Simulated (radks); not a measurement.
Results of a calculation; reference values are marked as such.
Pd, configuration [Kr] 4d9.5 5p0.5 (fractional occupations, a model configuration). Code: a radial shooting solver on a logarithmic mesh with Libxc functionals. Model: Dirac Kohn-Sham, PBE, spin-unpolarised, spherical densities, finite nucleus; open shells fill j = l - 1/2 first; Fermi nuclear charge, rms radius 4.5318 fm.

Spin-orbit splittings of the eigenvalues, e(l+1/2) - e(l-1/2), with zeta = 2 splitting/(2l+1) and mean radii in bohr:

| shell | occ. | splitting (eV) | zeta (eV) | <r> j=l-1/2 | <r> j=l+1/2 |
|---|---|---|---|---|---|
| 2p | 6 | 159.4 | 106.3 | 0.1171 | 0.1221 |
| 3p | 6 | 27.78 | 18.52 | 0.3712 | 0.3820 |
| 3d | 10 | 5.539 | 2.216 | 0.3556 | 0.3591 |
| 4p | 6 | 4.439 | 2.959 | 1.021 | 1.053 |
| 4d | 9.5 | 0.4549 | 0.1820 | 1.512 | 1.541 |
| 5p | 0.5 | 0.09728 | 0.06485 | 5.390 | 5.661 |
